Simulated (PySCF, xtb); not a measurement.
borohydride (BH4), SMILES [BH4-], charge -1.

Harmonic wavenumbers (cm⁻¹) from xtb with GFN2-xTB at its own minimum, in rising order: 1169, 1169, 1169, 1320, 1320, 2038, 2039, 2039, 2227.

What does B3LYP-D3(BJ)/def2-TZVPD run with PySCF give at its own minimum? (Estimate from the structure and the level; the computed values follow.)

1082, 1082, 1082, 1192, 1192, 2235, 2235, 2235, 2265. Paired by order, the mean absolute difference is 127 cm⁻¹ and the zero-point energies are 20.7 and 20.9 kcal/mol.
